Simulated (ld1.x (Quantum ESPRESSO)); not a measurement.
Before and after: TM potential for rhenium

Re (Z = 75), norm-conserving Troullier–Martins (Kleinman–Bylander form), made with ld1.x (Quantum ESPRESSO) 7.5 (PBEsol, scalar-relativistic). Core [Kr] 4d10 4f14 5s2, reference 5p6 5d5 6s2 6p0. Waves: 6s (bound): rc 2.40 bohr; 5p (bound): rc 1.75 bohr; 5d (bound): rc 2.60 bohr. Local part: all-electron potential smoothed inside 1.90 bohr (lloc = -2). Core correction: Bessel-smoothed model core inside 1.00 bohr.

All-electron outer shells of the reference configuration (PBEsol, scalar-relativistic, ld1.x):

| shell | level (eV) | outermost node (bohr) | outermost maximum (bohr) |
| --- | --- | --- | --- |
| 5s | -85.29 | 0.52 | 0.93 |
| 5p | -47.03 | 0.56 | 1.06 |
| 4f | -42.34 | – | 0.41 |
| 6s | -5.98 | 1.24 | 2.57 |
| 5d | -5.40 | 0.62 | 1.43 |
| 6p | -1.29 | 1.48 | 3.61 |

Change: local potential all-electron potential smoothed inside 2.30 bohr (lloc = -2).

Cutoffs: the cutoffs (Ry, on a coarse ladder) from which the occupation-weighted sum of valence levels, in a spherical-Bessel basis at the reference potential, stays within 10 and 1 mRy of its value at 400 Ry; they do not see the model core or the augmentation charge, which bear on the density cutoff. Errors are all-electron minus pseudo energies relative to the spin-unpolarised reference configuration.

Question: What does the change do?

Answer: The potential gets neither clearly harder nor softer (45 Ry and 55 Ry → 45 Ry and 55 Ry); the bound ghost in s disappears; of the 7 tests that both files solve, the error grows in 5 and shrinks in 1 by more than 15 % and 0.3 meV (median size 39.2 → 193.9 meV); the range in which the s phases agree widens (upper end -0.3 → 0.8); the range in which the p phases agree narrows (upper end at the end of the scan → -0.3). In the separable form a ghost depends on how the local part lies against the semilocal potential of the channel, so the choice of the local part can create or remove one.

```csv
quantity,base,changed
"cutoff, loose",45 Ry,45 Ry
"cutoff, tight",55 Ry,55 Ry
bound ghosts,s,none
"error for 5p6 5d5 6s1 6p0, meV [ΔE 9.29 eV]",-0.8,-8.1
"error for 5p6 5d5 6s0 6p0, meV [ΔE 25.64 eV]",-39,-41
"error for 5p6 5d4 6s0 6p0, meV [ΔE 52.79 eV]",-14,-30
"error for 5p5 5d5 6s2 6p0, meV [ΔE 52.95 eV]",+856,-232
"error for 5p6 5d5 6s0 6p1, meV [ΔE 15.16 eV]",-66,-341
"error for 5p6 5d5 6s1 6p1, meV [ΔE 4.84 eV]",-27,-194
"error for 5p6 5d5 6s0 6p2, meV [ΔE 9.96 eV]",-77,-465
s: phases at 2.86 bohr within 0.05 rad from the reference energy up to (Ry; the scan ends near 5),-0.3,0.8
p: phases at 2.86 bohr within 0.05 rad from the reference energy up to (Ry; the scan ends near 5),to the end of the scan,-0.3
d: phases at 2.86 bohr within 0.05 rad from the reference energy up to (Ry; the scan ends near 5),1.8,1.5
```

 A true bound ghost makes a file unfit for plane-wave use even where its test errors are small: the radial tests pick states by their node count and pass the ghost by.
